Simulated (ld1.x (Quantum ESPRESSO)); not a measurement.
## gallium (Ga): one change to an RRKJ potential, before and after

```
Element                 : gallium (Ga)
Generator               : ld1.x (Quantum ESPRESSO) 7.5
Type                    : norm-conserving RRKJ (Kleinman–Bylander form)
Functional              : PBE
Relativity              : scalar-relativistic
Frozen core             : [Ar]
Valence charge          : 13
Reference configuration : 3d10 4s1 4p0 (charge +2)
Partial waves           : 4p (bound, empty): rc 2.30 bohr; 3d (bound): rc 1.30 bohr; 4s (bound): rc 1.60 bohr
Local potential         : the s channel
Core correction         : none
```

All-electron outer shells of the reference configuration (PBE, scalar-relativistic, ld1.x):

```csv
shell,level (eV),outermost node (bohr),outermost maximum (bohr)
3p,-119.20,0.24,0.56
3d,-39.36,–,0.53
4s,-26.07,0.80,1.78
4p,-17.74,0.86,2.12
```

Change: all radii scaled by about 0.89 (s 1.42, p 2.04, d 1.16 bohr).

Cutoffs: the cutoffs (Ry, on a coarse ladder) from which the occupation-weighted sum of valence levels, in a spherical-Bessel basis at the reference potential, stays within 10 and 1 mRy of its value at 400 Ry; they do not see the model core or the augmentation charge, which bear on the density cutoff. Errors are all-electron minus pseudo energies relative to the spin-unpolarised reference configuration.

Question: What does the change do?

Answer: The potential gets harder (140 Ry and 200 Ry → 160 Ry and 260 Ry); of the 7 tests that both files solve, the error grows in 3 and shrinks in 0 by more than 15 % and 0.3 meV (median size 47.7 → 50.8 meV); neither file shows a bound ghost. A smaller radius makes the pseudo-wave follow the all-electron one further in, where it bends more sharply, so more plane waves are needed. That the errors move this way runs against the usual rule that smaller radii transfer better.

```csv
quantity,base,changed
"cutoff, loose",140 Ry,160 Ry
"cutoff, tight",200 Ry,260 Ry
loose cutoff by channel (10 mRy a level),"d 100 Ry, s 15 Ry","d 120 Ry, s 35 Ry"
bound ghosts,none,none
"error for 3d10 4s2 4p1, meV [ΔE -26.82 eV]",+45,+44
"error for 3d10 4s2 4p0, meV [ΔE -21.13 eV]",+26,+28
"error for 3d10 4s0 4p0, meV [ΔE 31.27 eV]",+48,+51
"error for 3d10 4s1 4p1, meV [ΔE -13.76 eV]",+15,+13
"error for 3d9 4s2 4p2, meV [ΔE -6.50 eV]",-451,-595
"error for 3d9 4s0 4p0, meV [ΔE 95.15 eV]",-292,-425
"error for 3d9 4s2 4p1, meV [ΔE 0.88 eV]",-415,-539
```
